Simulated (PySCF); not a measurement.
## State search for GeN

Unrestricted PBE0; PySCF, no relativity, basis sets Ge def2-TZVPP, N def2-TZVPP. Outer shells of the fragments: Ge 3d10 4s2 4p2; N 2s2 2p3.

Followed along the bond (rough minima from three points):

```tsv
2Ms+1	unpaired	⟨S²⟩ at the start	R at minimum (Å)	Te (eV)
2	π ↑	0.80	1.74	0.00
2	σ ↑	0.92	1.67	0.01
4	π ↑↑↑	3.76	none in the scan	≤ 1.83
6	σ ↑, π ↑↑↑↑	8.76	none in the scan	≤ 3.97
```

Solutions found at the starting distance of 1.815 Å, counted from the lowest of them; the search is not exhaustive and high or unbound solutions are not listed, so other states can lie among these:

| 2Ms+1 | unpaired | term | E (eV) | ⟨S²⟩ | ⟨Lz²⟩ | μ (D) |
| --- | --- | --- | --- | --- | --- | --- |
| 2 | π ↑ | ²Π | 0.00 | 0.80 | 1.01 | -3.10 |
| 2 | σ ↑ | ²Σ⁺ | 0.29 | 0.92 | 0.00 | -3.21 |
| 4 | π ↑↑↑ | ⁴Π | 2.03 | 3.76 | 1.01 | -0.76 |
| 4 | σ ↑, π ↑↑ | mixed | 2.14 | 3.77 | 2.01 | -1.55 |
| 4 | σ ↑, π ↑↑ | mixed | 2.60 | 3.76 | 2.01 | -1.67 |
| 2 | π ↑↑↓ | mixed | 2.60 | 1.76 | 3.02 | -0.73 |

A term symbol is given only where ⟨S²⟩ and ⟨Lz²⟩ are close to those of a pure state; real π, δ and φ orbitals otherwise mix terms. A positive dipole means Ge(−)N(+).

Question: Compare the gap between the two lowest followed solutions at the starting distance with the gap between their minima.

Answer: At PBE0 the second solution (doublet, unpaired electrons σ ↑) lies +0.29 eV from the first (doublet, unpaired electrons π ↑) at 1.815 Å and +0.01 eV at the minima; the two curves relax by different amounts, since their minima lie near 1.67 and 1.74 Å. A gap this small is a tie at this level.

Spin–orbit coupling is left out. Counting both spins, an empty level lies below a filled one in some of these solutions, because spin and occupation are held.
